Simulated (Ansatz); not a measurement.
Geometry optimisation, UHF/def2-SVP in Ansatz 0.2.0.

input.yaml

```yaml
crystal:
  periodic: [false, false, false]
  atoms:
    - { symbol: O, position_ang: [-0.58046, -0.97522, -1.4562] }
    - { symbol: B, position_ang: [-0.6015, 0.01905, -0.61654] }
    - { symbol: As, position_ang: [0.41868, 0.20819, 1.16835] }
    - { symbol: H, position_ang: [-0.10715, -1.8108, -1.36118] }
    - { symbol: H, position_ang: [1.32112, 1.24445, 0.5602] }
    - { symbol: H, position_ang: [-0.45069, 1.31433, 1.70537] }
magnetization:
  spin_polarized: true
  initial_magnetization: 1
basis:
  gaussian: { orbitals: def2-SVP }
hamiltonian:
  xc: hf
relax:
  f_tol: 0.015
  max_steps: 40
```

Launched with:

```bash
$ ansatz run input.yaml --threads 1 --pin off --max-ram 2048MiB --backend cpu --events-out ev --progress --plain --runs-dir out
```

Q: Where does it end, and by what steps?

A: The forces met the threshold. After 14 steps the energy has fallen by 0.169 eV; H4 moved furthest, 0.79 Å.

| step | energy less start (eV) | largest force component (eV/Å) | accepted |
| --- | --- | --- | --- |
| 0 | 0.0000 | 1.654 | yes |
| 1 | -0.0515 | 0.625 | yes |
| 2 | -0.0845 | 0.458 | yes |
| 3 | -0.0977 | 0.285 | yes |
| 4 | -0.1064 | 0.331 | yes |
| 5 | -0.1306 | 0.199 | yes |
| 6 | -0.1379 | 0.372 | yes |
| 7 | -0.1436 | 0.821 | yes |
| 8 | -0.1592 | 0.203 | yes |
| 9 | -0.1515 | 0.264 | no |
| 10 | -0.1626 | 0.144 | yes |
| 11 | -0.1677 | 0.081 | yes |
| 12 | -0.1684 | 0.056 | yes |
| 13 | -0.1685 | 0.033 | yes |
| 14 | -0.1686 | 0.004 | yes |

```xyz
6
Properties=species:S:1:pos:R:3
O -0.614 -1.008 -1.385
B -0.971 -0.366 -0.282
As 0.223 0.238 1.286
H 0.311 -1.159 -1.525
H 1.430 0.684 0.485
H -0.379 1.610 1.421
```

Whether the end is a true minimum wasn't checked by a vibrational analysis.

The run took 31 s on 1 thread of Arm Neoverse V1, with other jobs on the host, peak memory 0.16 GiB.
